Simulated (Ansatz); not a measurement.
Born–Oppenheimer molecular dynamics of F₃H₂NZr (7 atoms, charge 0, multiplicity 1). It starts from a relaxed structure.

Theory: RKS revPBE-D4/def2-SVP in Ansatz.

```json
{
  "ensemble": "NVT, Langevin thermostat",
  "time step": "0.5 fs",
  "steps asked": "166",
  "set temperature": "3000 K",
  "friction": "0.05 /fs",
  "seed": "374440"
}
```

First frame:

```xyz
7
Properties=species:S:1:pos:R:3
Zr -0.009 -0.035 0.013
F -0.080 -0.089 1.933
F 1.770 -0.019 -0.723
F -0.891 1.528 -0.690
N -0.964 -1.690 -0.673
H -1.515 -2.349 -0.108
H -0.999 -2.005 -1.651
```

How far do the bonds stretch over the last three quarters of this one trajectory? (Pairs bonded in most of those frames.)


```tsv
bond	mean (Å)	spread (Å)	shortest	longest
Zr1–F2	1.951	0.122	1.80	2.17
Zr1–F3	2.077	0.085	1.94	2.19
Zr1–F4	1.897	0.037	1.83	1.97
Zr1–N5	2.143	0.127	1.97	2.36
N5–H6	1.051	0.060	0.94	1.19
N5–H7	1.056	0.080	0.88	1.24
```

Pairs bonded in part of these frames only: Zr1–H6 33 %.

Mean temperature of the second half: 2348 K. The mean temperature of the second half is 22 % below the set value. A run of 0.083 ps of so small a system gives no equilibrium averages.

The run took 5 min on 2 threads of Arm Neoverse V2 (shared host), peak memory 0.13 GiB.
